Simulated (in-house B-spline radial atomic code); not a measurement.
## The cadmium ion Cd⁴⁺: [Ar] 3d10 4s2 4p5 4d8 5f1 (an excited or competing configuration)

All numbers are computed (Dirac-Hartree-Fock, average of configuration; Fermi nucleus of rms radius 4.6087 fm) with an all-electron radial atomic-structure program (B-spline basis), not measured.

Effective charges: Z_r = [3n² - l(l+1)]/(2<r>) from the radius, Z_e = n√(-2ε) from the energy, and Slater's rules. Values are occupation-weighted means over j. An effective charge above Z reflects the relativistic contraction of the inner shells.

| shell | electrons | ε (eV) | <r> (bohr) | Z_r | Z_e | Slater |
| --- | --- | --- | --- | --- | --- | --- |
| 1s | 2 | -26941 | 0.03039 | 49.36 | 44.50 | 47.70 |
| 2s | 2 | -4149.2 | 0.131 | 45.79 | 34.93 | 43.85 |
| 2p | 6 | -3727 | 0.1147 | 43.58 | 33.10 | 43.85 |
| 3s | 2 | -869.39 | 0.3559 | 37.93 | 23.98 | 36.75 |
| 3p | 6 | -726.76 | 0.3553 | 35.18 | 21.93 | 36.75 |
| 3d | 10 | -502.83 | 0.3335 | 31.49 | 18.24 | 26.85 |
| 4s | 2 | -194.14 | 0.869 | 27.62 | 15.11 | 20.60 |
| 4p | 5 | -150.59 | 0.9339 | 24.63 | 13.31 | 20.60 |
| 4d | 8 | -83.016 | 1.111 | 18.90 | 9.88 | 10.55 |
| 5f | 1 | -15.514 | 5.114 | 6.16 | 5.34 | 5.00 |

The least bound orbital is 5f5/2 at -15.51 eV, while the most diffuse is 5f7/2 (<r> = 5.115 bohr against 5.113 bohr): energy order and size order differ.

Spin-orbit splittings of the orbital energies (j = l + 1/2 above j = l - 1/2 when positive): 2p 193.4 eV, 3p 35.65 eV, 3d 7.14 eV, 4p 6.387 eV, 4d 0.9207 eV, 5f -0.003592 eV.

For the 1s electron the small component carries 3.1 % of the norm, the zero-frequency Breit interaction raises the level by 59.36 eV, self-energy by 33.35 eV, and vacuum polarisation lowers it by 4.252 eV.
